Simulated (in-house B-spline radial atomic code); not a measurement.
Results of a calculation; reference values are marked as such.
**Softness against transferability: the 5s channel of Sb**

Sb, [Kr] 4d10 5s2 5p3, non-relativistic PBE, spherical and spin-unpolarised, from an all-electron radial atomic-structure program (B-spline basis) (atomic units). The all-electron 5s level is ε = -0.437176 hartree, its outermost node lies just inside 1.00 bohr and its outer maximum at 1.98 bohr.

Troullier-Martins pseudo-orbitals are made for several radii. The cutoffs (hartree) are the plane-wave energies beyond which the orbital holds less than the named kinetic energy per electron. The phase error is the difference, pseudo minus all-electron, of arctan(R P'/P) at R = 3.08 bohr for all radii, half a hartree below and above the level.

```json
{"r_c (bohr)": "1.49", "V_l(0) (hartree)": "-6.99", "cutoff for 10 mEh": "14.6", "for 1 mEh": "40.1", "for 0.1 mEh": "78.9", "phase error at ε − 0.5 (mrad)": "-1.7", "at ε + 0.5 (mrad)": "-14.4"}
{"r_c (bohr)": "1.73", "V_l(0) (hartree)": "0.37", "cutoff for 10 mEh": "4.74", "for 1 mEh": "14.6", "for 0.1 mEh": "36.3", "phase error at ε − 0.5 (mrad)": "-0.8", "at ε + 0.5 (mrad)": "-3.6"}
{"r_c (bohr)": "1.98", "V_l(0) (hartree)": "2.58", "cutoff for 10 mEh": "4.38", "for 1 mEh": "12.1", "for 0.1 mEh": "22", "phase error at ε − 0.5 (mrad)": "-0.6", "at ε + 0.5 (mrad)": "-2.5"}
{"r_c (bohr)": "2.24", "V_l(0) (hartree)": "1.75", "cutoff for 10 mEh": "4.15", "for 1 mEh": "11.3", "for 0.1 mEh": "20.5", "phase error at ε − 0.5 (mrad)": "-0.8", "at ε + 0.5 (mrad)": "-3.6"}
{"r_c (bohr)": "2.5", "V_l(0) (hartree)": "0.79", "cutoff for 10 mEh": "3.59", "for 1 mEh": "9.5", "for 0.1 mEh": "16.6", "phase error at ε − 0.5 (mrad)": "-1.8", "at ε + 0.5 (mrad)": "-7.6"}
{"r_c (bohr)": "2.78", "V_l(0) (hartree)": "0.14", "cutoff for 10 mEh": "3.08", "for 1 mEh": "7.68", "for 0.1 mEh": "10.8", "phase error at ε − 0.5 (mrad)": "-4.1", "at ε + 0.5 (mrad)": "-16.4"}
```

(1) Which radius needs the lowest cutoff for 0.1 mEh while both phase errors stay within 7.7 mrad?

(2) What does the larger radius buy, and what does it cost?

Results:

(1) The radii within that limit are 1.73, 1.98, 2.24, 2.5 bohr; of these r_c = 2.5 needs the least, 16.6 hartree, that is 33.2 Ry or 452 eV.

(2) From r_c = 1.49 to 2.78 bohr the cutoff for 1 mEh goes from 40.1 to 7.68 hartree, a factor of 5.22, against 3.48 for a pure 1/r_c² scaling, end to end; step by step it is 40.1, 14.6, 12.1, 11.3, 9.5, 7.68, and for 0.1 mEh 78.9, 36.3, 22, 20.5, 16.6, 10.8; the number of plane waves goes as the cutoff to the power 3/2, here a factor of 11.9. The larger of the two phase errors is least at r_c = 1.98 bohr, 2.5 mrad; it is 14.4 at the smallest radius and 16.4 at the largest. These errors test the reference atom alone. The smallest radius lies well inside the outer maximum, where the nodeless form must bend sharply to keep the norm, so it is both harder and scatters less well than the next. Large radii also let the cores of neighbours overlap, which an atom doesn't show.
